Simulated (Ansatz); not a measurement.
Relaxing a trial structure of C4H9AlSi

The starting geometry of this gas-phase singlet was optimised with GFN2-xTB; its bonds are those of `C#C[C@@H]([SiH3])[AlH][CH3]`.

```json
{"atom": "C", "x (Å)": "-0.7763", "y (Å)": "-2.2763", "z (Å)": "2.1380"}
{"atom": "C", "x (Å)": "-0.4120", "y (Å)": "-1.4581", "z (Å)": "1.3360"}
{"atom": "C", "x (Å)": "0.0372", "y (Å)": "-0.4607", "z (Å)": "0.3952"}
{"atom": "C", "x (Å)": "3.0258", "y (Å)": "-0.7979", "z (Å)": "2.3296"}
{"atom": "Al", "x (Å)": "1.6523", "y (Å)": "0.2565", "z (Å)": "1.3586"}
{"atom": "Si", "x (Å)": "-1.2891", "y (Å)": "0.8903", "z (Å)": "0.1141"}
{"atom": "H", "x (Å)": "-1.1129", "y (Å)": "-3.0010", "z (Å)": "2.8177"}
{"atom": "H", "x (Å)": "0.2376", "y (Å)": "-0.9591", "z (Å)": "-0.5636"}
{"atom": "H", "x (Å)": "-2.5514", "y (Å)": "0.2737", "z (Å)": "-0.3140"}
{"atom": "H", "x (Å)": "-0.8087", "y (Å)": "1.7920", "z (Å)": "-0.9406"}
{"atom": "H", "x (Å)": "-1.5160", "y (Å)": "1.6290", "z (Å)": "1.3637"}
{"atom": "H", "x (Å)": "1.7812", "y (Å)": "1.8031", "z (Å)": "1.3351"}
{"atom": "H", "x (Å)": "2.5940", "y (Å)": "-1.4702", "z (Å)": "3.0808"}
{"atom": "H", "x (Å)": "3.6252", "y (Å)": "-1.4326", "z (Å)": "1.6658"}
{"atom": "H", "x (Å)": "3.7318", "y (Å)": "-0.1433", "z (Å)": "2.8553"}
```

Question: Predict what it relaxes into with PBE-D3(BJ)/def2-SVP.

Answer: New bonds form, giving a structure given below by its coordinates. Distances that change by over a tenth: C3–Al5 (2.01 → 2.35 Å). Contacts that close: C1–Al5 (3.59 → 2.08 Å), C2–Al5 (2.68 → 2.12 Å).

The energy falls by 0.70 eV over 29 steps:

```tsv
step	E − E(last) (eV)
1	0.702
4	0.514
7	0.488
10	0.412
13	0.290
17	0.069
20	0.016
23	0.003
26	0.000
29	0.000
```

Final geometry (Å):

```yaml
atoms:
  - { symbol: C, position_ang: [-0.2956, -1.4884, 2.8527] }
  - { symbol: C, position_ang: [-0.4905, -1.3111, 1.5895] }
  - { symbol: C, position_ang: [-0.1932, -0.7010, 0.3979] }
  - { symbol: C, position_ang: [2.9680, -0.9067, 1.9259] }
  - { symbol: Al, position_ang: [1.1746, -0.1632, 2.2281] }
  - { symbol: Si, position_ang: [-1.1580, 0.7922, -0.2426] }
  - { symbol: H, position_ang: [-0.7531, -2.0431, 3.6755] }
  - { symbol: H, position_ang: [0.3877, -1.2868, -0.3422] }
  - { symbol: H, position_ang: [-2.2000, 0.3559, -1.2401] }
  - { symbol: H, position_ang: [-0.2176, 1.7359, -0.9396] }
  - { symbol: H, position_ang: [-1.8296, 1.4763, 0.9113] }
  - { symbol: H, position_ang: [0.8048, 1.3586, 2.5433] }
  - { symbol: H, position_ang: [2.9221, -1.9464, 1.5410] }
  - { symbol: H, position_ang: [3.5467, -0.2974, 1.2006] }
  - { symbol: H, position_ang: [3.5521, -0.9295, 2.8702] }
```

No frequencies were run, so the end isn't proven a minimum. Run with Ansatz 0.2.0, 38 s on 2 threads of Intel(R) Xeon(R) 6975P-C (Granite Rapids), with other jobs on the host.
